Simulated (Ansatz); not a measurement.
## One elementary step

Start structure (SiH4S2O2, closed shell), relaxed at PBE0-D4/def2-TZVP:

```
9
angstrom
Si -0.1347 0.0351 0.0478
S 1.3768 -0.6976 1.3454
S 0.4330 0.2290 -1.9883
H 0.7890 -1.0637 -2.0789
O -0.5852 1.5687 0.3882
O -1.3078 -1.0781 0.2836
H 2.2289 0.2873 1.0142
H -0.7493 1.7733 1.3111
H -2.0508 -1.0540 -0.3230
```

The step: SiH₄S₂O₂ ([OH][Si]([OH])([SH])[SH]) → SiH₂SO₂ ([OH][Si]([OH])[S]) + H₂S (still joined by a long Si–S bond); bonds formed: S2–H4; bonds broken: S3–H4; bonds weakened to dative contacts: Si1–S2. Program: Ansatz 0.2.0. Basis: def2-TZVPP and def2-QZVPP. Cores are frozen in the correlated methods. Extrapolation: Hartree–Fock as exp(−7.88 √X), correlation as X^−2.97. Energies below are by CCSD(T) at an estimated basis limit (MP2 extrapolated from triple and quadruple zeta, plus CCSD(T) − MP2 in triple zeta).

(1) What are the electronic barrier and the energy of the step, from the start structure to the end structure? (To be estimated.)

T1 diagnostic: at most 0.014.

Answers

(1) Computed: Barrier 148.9 kJ/mol; step energy 119.3 kJ/mol (uphill); reverse barrier, their difference, 29.6 kJ/mol. Barrier and step energy count from the start structure, the reverse barrier from the end structure.

The saddle point: One imaginary mode of 602i cm⁻¹.
```csv
pair,start (Å),saddle (Å),end (Å)
S2–H4,3.49,1.49,1.34
Si1–S2,2.12,2.38,2.54
S3–H4,1.34,1.95,3.30
```

Zero-point energy (harmonic, PBE0-D4): ZPE is 128.7 kJ/mol at the start and 122.4 kJ/mol at the saddle, so the barrier goes from 148.9 to 142.6 kJ/mol.

First-order rate constant out of the start structure at 698 K by transition-state theory, with harmonic vibrational free energies alone and no tunnelling: ΔA‡ = 151.8 kJ/mol, so k = (kB T/h) exp(−ΔA‡/kB T) ≈ 10^2 s⁻¹ (an order of magnitude at best: rotation, the number of equivalent paths and anharmonicity are left out).

Labels in which every atom is bracketed show which atoms are joined, not bond orders.

For scale, one of the runs: CCSD(T)/def2-TZVPP, 244 basis functions, launched by `ansatz run in.yaml --threads 4 --pin off --events-out ev --progress --plain --max-ram 9574MiB`. Time: 2.3 min of wall clock on 4 CPU threads of an Arm Neoverse V1; the host was shared. Peak host memory: 4.6 GiB.
